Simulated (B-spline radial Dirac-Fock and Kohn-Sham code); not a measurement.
**Lu³⁺: non-radiative channels of the M4 vacancy**

System: the Lu³⁺ ion, configuration 1s2 2s2 2p6 3s2 3p6 3d10 4s2 4p6 4d10 4f13 5s2 5p6 6p1 (an excited configuration).

Input of the calculation (task.json; shells as n, l, electrons):

```json
{"items": [{
  "Z": 71,
  "q": 3,
  "cfg": [[1, 0, 2], [2, 0, 2], [2, 1, 6], [3, 0, 2], [3, 1, 6], [3, 2, 10], [4, 0, 2], [4, 1, 6], [4, 2, 10], [4, 3, 13], [5, 0, 2], [5, 1, 6], [6, 1, 1]],
  "A": 175,
  "rrms": 5.37,
  "do": ["binding", "quiet", "decay"],
  "holes": ["K", "L1", "L2", "L3", "M1", "M2", "M3", "M4", "M5", "N1", "N2", "N3", "N4", "N5"]
}]}
```

Run with: `python xray_run.py task.json out`

Method: one-electron (LDA, Dirac) transition rates at Dirac-Fock energies. Computed with an atomic code on a B-spline grid. Kinetic energies are configuration averages from the vacuum level; the two-hole energies are estimated from single-hole states.

```csv
transition,kinetic energy (eV),width (meV),share (%)
M4-N2N3,781.9,11.3,0.8
M4-N1N4,843.6,77.2,5.2
M4-N2N4,941.5,67.1,4.5
M4-N3N4,992.7,140,9.4
M4-N1N6,1046.3,24.8,1.7
M4-N2N6,1141.8,15.6,1.0
M4-N4N4,1149.4,122,8.2
M4-N4N5,1158.9,246,16.5
M4-N4O1,1307.2,12.3,0.8
M4-N4O2,1338.7,10.0,0.7
M4-N4O3,1347.0,20.1,1.3
M4-N4N6,1353.8,101,6.8
M4-N4N7,1354.5,125,8.4
M4-N5N6,1362.7,107,7.2
M4-N6N6,1555.6,81.5,5.5
M4-N6N7,1557.4,238,15.9
```

The listed channels hold 94 % of the non-radiative rate. Summed by principal shells, of 1.49 eV in all: MNN 95.9 %, MNO 3.9 %.
